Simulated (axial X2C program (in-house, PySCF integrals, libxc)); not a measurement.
**RuS⁺: properties at the nuclei**

Calculated with an in-house all-electron X2C program for linear molecules (integrals from PySCF): two-component X2C with atomic mean-field Coulomb and Gaunt terms, Gaussian nuclei, basis Ru dyall-cv3z, S dyall-av3z with contracted cores.

R = 2.114 Å (near the PBE0 minimum at charge 1 of the determinant lowest at the starting distance; the state shown can have its own minimum elsewhere).

Input and command:
```json
{"zs": [44, 16], "q": 1, "bas": ["dyall-cv3z", "dyall-av3z"], "r0": 2.08, "levels": ["PBE0", "HF", "BHandHLYP", "TPSSh", "BP86"], "nst": 3}
```
```bash
python soeom.py task.json out
```

Keys: zs atomic numbers; q charge; bas basis sets; r0 starting distance in Å; levels methods; nst determinants followed.

Determinant lowest in the PBE0 search, Ω = 5/2 (⟨Sz⟩ = 2.48, ⟨Lz⟩ = 0.02 at PBE0), spin on the atoms Ru 1.77, S 0.71:

```
    level  Eeff magnitude (GV/cm)  Ws magnitude Ru (kHz)  A∥/gI Ru (MHz)  qzz Ru (a.u.)  A∥/gI S (MHz)  qzz S (a.u.)
     PBE0                     4.3                  0.692             476          -3.41          -58.1         -0.61
       HF                    3.96                  0.606            19.5          -4.41          -54.9         -2.43
BHandHLYP                     4.2                  0.661             340          -3.66          -53.8         -1.28
    TPSSh                    4.09                  0.643             519          -3.32          -43.7         -0.42
     BP86                    4.12                  0.634             767          -1.82          -79.1         -0.37
```

Determinant 0.53 eV from it at PBE0 and this distance, Ω = 7/2 (⟨Sz⟩ = 1.50, ⟨Lz⟩ = 2.00 at PBE0), spin on the atoms Ru 1.01, S 0.49:

```
    level  Eeff magnitude (GV/cm)  Ws magnitude Ru (kHz)  A∥/gI Ru (MHz)  qzz Ru (a.u.)  A∥/gI S (MHz)  qzz S (a.u.)
     PBE0                   0.272                  0.115            84.4           1.96          -43.6          0.73
BHandHLYP                   0.805                  0.216            73.1           2.12          -48.6          0.44
    TPSSh                   0.111                 0.0927            96.9           1.84          -34.4          0.82
     BP86                   0.142                 0.0885             131           1.55          -37.4          0.94
```

Eeff is the effective electric field on the electron electric dipole moment in this Ω state and Ws the scalar–pseudoscalar constant of the nucleus named (defined with the proton number Z and per Ω); A∥ (defined per Ω) follows by multiplying with gI = μI/(I μN); qzz is the electric field gradient, eQq0 = 234.96 MHz × Q/barn × qzz. The operators were transformed with the bare-nucleus X2C matrices; with these basis sets, hyperfine constants and field gradients can be off by tens of per cent, and where levels differ in sign neither size nor sign is settled.

Problem. With gI(33S) = 0.4292 (g factors from the IAEA table of nuclear moments by Stone), turn the PBE0 values of the first state into constants in MHz.

Solution. A∥(33S) = -58.1 × 0.4292 = -24.9 MHz.

Each state is one determinant with collinear spin, which with several unpaired electrons need not be a pure state. Unrestricted Hartree–Fock can overshoot spin polarisation at the nuclei. This is the top spin component of a Σ state; components of lower Ω are not single determinants and can lie lower. With several open shells hyperfine constants can be off by a factor of several. Where Eeff spreads by more than a factor of two the levels disagree and none is to be relied on. Left out as unconverged or as another state under the same occupation: HF in at least one table. States lie within half an eV, so the first need not be the ground state. Further determinants of the search, some of them spin-mixed, are not shown. Where a field gradient or hyperfine factor spreads by more than a factor of two over the levels, a constant derived from it is not to be relied on. PBE0 term energies can be off by some tenths of an eV.
